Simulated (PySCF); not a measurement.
**Ionisation energy of Ru⁺ by level of theory**

Ru⁺ [Kr] 4d7 (4F) → Ru²⁺ [Kr] 4d6 (5D), as a difference of total energies. All numbers are calculated (PySCF 2.14, scalar relativity by spin-free X2C-1e, in x2c-TZVPPall with one added diffuse shell each of s, p, d, f type (9s7p7d3f1g, 95 functions)). Correlated levels: valence and next inner shell: [Ar] 3d10 frozen. The calculations carry no spin-orbit coupling.

```csv
method,ionisation energy (eV)
UHF,14.918
MP2 (valence and next inner shell),16.457
SCS-MP2 (valence and next inner shell),16.432
CCSD (valence and next inner shell),16.295
CCSD(T) (valence and next inner shell),16.390
```

Q: How much does correlation contribute at CCSD(T) (valence and next inner shell)?

A: 16.390 − (14.918) = 1.472 eV, measured against UHF.

A first-order spin-orbit estimate (lowest level to lowest level, LS coupling) adds 0.051 eV.

Errors of the correlated levels include the incompleteness of this basis and the frozen core.

For comparison: 16.76 ± 0.06 eV (semi-empirical (NIST evaluation); NIST Atomic Spectra Database, ionization energies).
